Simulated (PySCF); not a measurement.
SMILES FC(F)(F)Cc1cccs1, GFN2-xTB optimised geometry.

```
15

F     -0.33    -2.87     1.89
C     -1.51    -2.43     1.45
F     -2.35    -3.48     1.51
F     -1.95    -1.54     2.34
C     -1.43    -1.86     0.04
C     -0.52    -0.68     0.00
C      0.84    -0.68     0.00
C      1.39     0.63     0.00
C      0.44     1.59     0.00
S     -1.15     0.94     0.01
H     -1.07    -2.65    -0.62
H     -2.45    -1.57    -0.26
H      1.44    -1.57     0.00
H      2.45     0.83     0.00
H      0.56     2.65     0.00
```

Density from PySCF with B3LYP/def2-TZVP at that geometry.

Minimum of the electron density along straight lines between bonded atoms, close to the bond critical point (lines longer than 1.1 times the sum of covalent radii, or with two minima, are not listed):

```json
[
 {"bond": "F1–C2", "length / Å": "1.340", "ρ at the minimum / e bohr⁻³": "0.286", "∇²ρ there / e bohr⁻⁵": "-0.50", "position (fraction from the first atom)": "0.66"},
 {"bond": "C2–F3", "length / Å": "1.343", "ρ at the minimum / e bohr⁻³": "0.284", "∇²ρ there / e bohr⁻⁵": "-0.50", "position (fraction from the first atom)": "0.34"},
 {"bond": "C2–F4", "length / Å": "1.339", "ρ at the minimum / e bohr⁻³": "0.287", "∇²ρ there / e bohr⁻⁵": "-0.51", "position (fraction from the first atom)": "0.34"},
 {"bond": "C2–C5", "length / Å": "1.523", "ρ at the minimum / e bohr⁻³": "0.264", "∇²ρ there / e bohr⁻⁵": "-0.71", "position (fraction from the first atom)": "0.54"},
 {"bond": "C5–C6", "length / Å": "1.494", "ρ at the minimum / e bohr⁻³": "0.262", "∇²ρ there / e bohr⁻⁵": "-0.69", "position (fraction from the first atom)": "0.50"},
 {"bond": "C6–C7", "length / Å": "1.361", "ρ at the minimum / e bohr⁻³": "0.335", "∇²ρ there / e bohr⁻⁵": "-0.99", "position (fraction from the first atom)": "0.52"},
 {"bond": "C7–C8", "length / Å": "1.412", "ρ at the minimum / e bohr⁻³": "0.306", "∇²ρ there / e bohr⁻⁵": "…", "position (fraction from the first atom)": "0.50"},
 {"bond": "C8–C9", "length / Å": "1.357", "ρ at the minimum / e bohr⁻³": "0.337", "∇²ρ there / e bohr⁻⁵": "-1.01", "position (fraction from the first atom)": "0.49"},
 {"bond": "C6–S10", "length / Å": "1.732", "ρ at the minimum / e bohr⁻³": "0.213", "∇²ρ there / e bohr⁻⁵": "…", "position (fraction from the first atom)": "0.48"},
 {"bond": "C9–S10", "length / Å": "1.717", "ρ at the minimum / e bohr⁻³": "0.219", "∇²ρ there / e bohr⁻⁵": "…", "position (fraction from the first atom)": "0.48"},
 {"bond": "C5–H11", "length / Å": "1.093", "ρ at the minimum / e bohr⁻³": "0.281", "∇²ρ there / e bohr⁻⁵": "-0.97", "position (fraction from the first atom)": "0.65"},
 {"bond": "C5–H12", "length / Å": "1.091", "ρ at the minimum / e bohr⁻³": "0.282", "∇²ρ there / e bohr⁻⁵": "-0.98", "position (fraction from the first atom)": "0.65"},
 {"bond": "C7–H13", "length / Å": "1.075", "ρ at the minimum / e bohr⁻³": "0.290", "∇²ρ there / e bohr⁻⁵": "-1.05", "position (fraction from the first atom)": "0.65"},
 {"bond": "C8–H14", "length / Å": "1.075", "ρ at the minimum / e bohr⁻³": "0.291", "∇²ρ there / e bohr⁻⁵": "-1.05", "position (fraction from the first atom)": "0.65"},
 {"bond": "C9–H15", "length / Å": "1.072", "ρ at the minimum / e bohr⁻³": "0.293", "∇²ρ there / e bohr⁻⁵": "-1.07", "position (fraction from the first atom)": "0.65"}
]
```

Task: Some entries are withheld; supply them.

Result: 
- C7–C8, ∇²ρ there / e bohr⁻⁵: -0.88
- C6–S10, ∇²ρ there / e bohr⁻⁵: -0.43
- C9–S10, ∇²ρ there / e bohr⁻⁵: -0.46
